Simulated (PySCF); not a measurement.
Level of theory: PBE-D3(BJ)/def2-TZVP // CAM-B3LYP-D3(BJ)/def2-TZVP run with PySCF. Isolated molecules, 0 K electronic values unless said otherwise. Delta-SCF ions had no search for a lower state. Excitations are Tamm–Dancoff values on a coarser integration grid. The basis has no diffuse functions, so Rydberg states are missing or too high.

Reference species (SMILES): `C(=C)=NB` (neutral, multiplicity 1).

| Quantity | Result |
|---|---|
| T1 excitation (TDA) | 3.30 eV |
| vertical ionisation energy (Delta-SCF) | 9.18 eV |
| HOMO | -6.01 eV |
| HOMO–LUMO gap | 3.91 eV |

Changed species: `CBC#N`.

**Question.** Predict the effect on the T1 excitation (TDA), vertical ionisation energy (Delta-SCF), HOMO and HOMO–LUMO gap.

**Answer.** the T1 excitation (TDA) goes up by 0.86 eV, to 4.16 eV; the vertical ionisation energy (Delta-SCF) goes up by 2.27 eV, to 11.45 eV; the HOMO falls by 2.08 eV, to -8.09 eV; the HOMO–LUMO gap rises by 0.54 eV, to 4.45 eV.
